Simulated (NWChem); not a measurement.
Species: ZnBrF; SMILES [F][Zn][Br]

Computed with NWChem. Pople sets run with spherical d functions. The geometry was optimised at PBE0/def2-SVP. Level B3LYP/6-31G*: energy and gradient on several grids; changes count from the extra-fine grid, which is no exact limit either.

### Question
Which is the coarsest grid (xcoarse; xfine; fine; medium; coarse) from which on the energy stays within 100 μHa and each gradient component within 200 μHa/bohr of xfine?

### Answer
medium.
```tsv
grid	size of the energy change (μHa)	largest change of a gradient component (μHa/bohr)
xcoarse	3000	7000
coarse	30	800
medium	< 10	< 30
fine	< 10	< 30
xfine	< 10	< 30
```
